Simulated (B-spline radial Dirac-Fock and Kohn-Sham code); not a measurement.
These are calculated numbers from a radial B-spline solver; the model is relativistic Hartree-Fock (Dirac-Fock) wave functions, averaged over the configuration.

**Question.** This computed X-ray form factor belongs to an atom or ion in its tabulated ground configuration. Which?

```csv
sin θ/λ (Å⁻¹),f₀
0.05,44.879
0.1,44.518
0.25,42.125
0.3,40.960
0.4,38.242
0.7,29.103
1.1,20.231
2,12.271
5,4.051
```

**Answer.** Dy²¹⁺, with 45 electrons in [Kr] 4d9. f₀ tends to the number of electrons as s goes to zero, which the first rows give only roughly, and the rate of fall reflects the nuclear charge, 66.

**Question.** This computed X-ray form factor belongs to an atom or ion in its tabulated ground configuration. Which?

```csv
sin θ/λ (Å⁻¹),f₀
0.2,5.967
0.5,5.796
0.7,5.611
0.8,5.499
1,5.245
1.8,4.015
2,3.705
2.5,3.005
3,2.450
```

**Answer.** Sr³²⁺, with 6 electrons in [He] 2s2 2p2. f₀ tends to the number of electrons as s goes to zero, which the first rows give only roughly, and the rate of fall reflects the nuclear charge, 38.

**Question.** This computed X-ray form factor belongs to an atom or ion in its tabulated ground configuration. Which?

| sin θ/λ (Å⁻¹) | f₀ |
| --- | --- |
| 0.4 | 18.163 |
| 0.5 | 17.717 |
| 0.6 | 17.195 |
| 0.7 | 16.610 |
| 0.9 | 15.301 |
| 1 | 14.605 |
| 3 | 5.890 |
| 4 | 4.609 |
| 5 | 3.485 |

**Answer.** Ce³⁹⁺, with 19 electrons in [Ar] 3d1. f₀ tends to the number of electrons as s goes to zero, which the first rows give only roughly, and the rate of fall reflects the nuclear charge, 58.
